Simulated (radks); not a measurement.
Question: Species: Ba3+. Configuration: [Kr] 4d10 5s2 5p5. Method: scalar-relativistic Kohn-Sham, r2SCAN, spin-unpolarised, spherical densities, finite nucleus; meta-GGA in the generalised Kohn-Sham scheme; Fermi nuclear charge, rms radius 4.8378 fm; computed with a radial shooting solver on a logarithmic mesh with Libxc functionals. Some entries of the table are withheld. Estimate them.

orbital,occ.,eigenvalue (Ry),<1/r> (bohr^-1)
1s,2,-2744.916,60.69
2s,2,-436.8263,13.97
2p,6,-391.6733,(1)
3s,2,-94.23063,5.060
3p,6,-79.66725,(2)
3d,10,-58.54041,4.535
4s,2,-20.20258,(3)
4p,6,(4),1.916
4d,10,-8.58726,(5)
5s,2,-4.31160,0.8148
5p,5,-3.12948,0.7086

Answer: 
(1) 2p <1/r> (bohr^-1): 13.27
(2) 3p <1/r> (bohr^-1): 4.793
(3) 4s <1/r> (bohr^-1): 2.078
(4) 4p eigenvalue (Ry): -15.47603
(5) 4d <1/r> (bohr^-1): 1.655
